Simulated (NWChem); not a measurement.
# Atomisation of C₂H₆BBr

SMILES: CB(C)Br
```xyz
10

B      0.7228     0.5672    -0.0440
Br    -0.7995    -0.6252     0.0482
C      0.5906     1.8666    -0.9013
H      1.5560     2.1841    -1.3265
H      0.2849     2.6713    -0.2044
H     -0.1715     1.8196    -1.6907
C      2.0126     0.1701     0.7437
H      2.6290     1.0421     1.0122
H      2.6248    -0.4430     0.0539
H      1.8272    -0.4484     1.6328
```
Charge 0, spin multiplicity 1.

Everything below was run with NWChem. The geometry was optimised at PBE0/def2-SVP, a minimum by its harmonic frequencies.

Basis set: def2-TZVP. The atomisation energy is electronic alone: no zero-point, thermal, spin-orbit or counterpoise terms. No value is extrapolated to the basis-set limit. Free atoms are single determinants with multiplicities B 2, Br 2, C 3, H 2. Correlated methods freeze the same cores in atoms and molecule, 12 orbitals in all.

The Hamiltonian is non-relativistic. B3LYP has NWChem's definition, with VWN1-RPA local correlation. The structure started from a generated list of species. No SCF solution was tested for a lower state. Open-shell Hartree-Fock references start from PBE0 orbitals.

Problem. Order these methods by the atomisation energy they give, lowest first: B3LYP, LC-wPBE (omega 0.3 per bohr), PBE, BLYP, HF, MP2.

Solution. HF (695.1 kcal/mol), MP2 (880.2 kcal/mol), BLYP (883.0 kcal/mol), B3LYP (892.0 kcal/mol), LC-wPBE (omega 0.3 per bohr) (901.8 kcal/mol), PBE (909.6 kcal/mol)
